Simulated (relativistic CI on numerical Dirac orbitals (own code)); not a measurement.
# What each ingredient does to the levels of Co XXIV

Base calculation: Dirac-Coulomb-Breit CI, separate exchange-only KLI orbitals for each configuration, a model potential for QED, unscaled Slater integrals.

Configurations in the expansion (outside the closed core 1s2): 2s2, 2s 2p, 2p2, 2p 3s, 2p 3p, 2s 3s, 2s 3p, 2s 3d, 2s 4s, 2s 4p, 2s 4d, 2s 4f, 3s2, 3s 3p, 3p2. Levels of other configurations are missing.

Variants: (1) P86 correlation estimate; (2) Breit term removed; (3) configuration mixing switched off. Shifts of the energy above 2s2 1S_0, in eV, for the lowest level and the first level of each name with at least 55 % of one term (blank where a level changes its place among those of its configuration and J or its character, or is not in the variant):

| Level | Base | Δ(1) | Δ(2) | Δ(3) |
| --- | --- | --- | --- | --- |
| 2s2 1S_0 | 0.00 | 0.00 | 0.00 | 0.00 |
| 2s 2p 3P°_0 | 45.19 | +0.39 | -0.65 | -7.65 |
| 2s 2p 3P°_1 | 49.60 | +0.39 | -0.38 | -7.65 |
| 2s 2p 3P°_2 | 63.23 | +0.39 | +0.13 | -7.65 |
| 2s 2p 1P°_1 | 100.66 | +0.39 | -0.07 | -7.57 |
| 2p2 3P_0 | 124.76 | +0.59 | -1.09 | -8.50 |
| 2p2 3P_1 | 135.40 | +0.60 | -0.66 | -7.64 |
| 2p2 3P_2 | 141.61 | +0.60 | -0.22 | -7.52 |
| 2p2 1D_2 | 160.50 | +0.60 | +0.06 | -7.32 |
| 2p2 1S_0 | 189.25 | +0.57 | -0.48 | -14.17 |
| 2s 3s 3S_1 | 1199.29 | +0.75 | +0.51 | -6.15 |
| 2s 3s 1S_0 | 1208.21 | +0.75 | +0.46 | -4.84 |
| 2s 3p 3P°_0 | 1221.57 | +0.94 | +0.26 | -7.45 |
| 2s 3p 3P°_1 | 1221.66 | +0.93 | +0.35 | -6.81 |
| 2s 3p 1P°_1 | 1226.29 | +0.92 | +0.50 | -4.19 |
| 2s 3p 3P°_2 | 1226.82 | +0.94 | +0.51 | -7.50 |
| 2s 3d 3D_1 | 1237.58 | +0.82 | +0.59 | -6.90 |
| 2s 3d 3D_2 | 1238.23 | +0.82 | +0.67 | -7.05 |
| 2s 3d 3D_3 | 1239.35 | +0.82 | +0.70 | -7.17 |
| 2s 3d 1D_2 | 1247.68 | +0.82 | +0.62 | -7.08 |
| 2p 3s 3P°_0 | 1256.54 | +0.72 | -0.12 | -7.82 |
| 2p 3s 3P°_1 | 1258.95 | +0.72 | -0.03 | -9.07 |

At this charge energies of transitions that change n are usually good to better than 1 %, and those within a shell (Δn = 0) to a few per cent.

Ionisation energy from the two ground configurations alone: base 2112.36 eV; P86 correlation estimate 2113.75 eV; Breit term removed 2113.07 eV. The NIST ASD value (semi-empirical) is 2119.4 eV.

LS names give the leading component of a level, which can be under half, so a name can repeat, a term be missing and a line seem to break the LS rules.
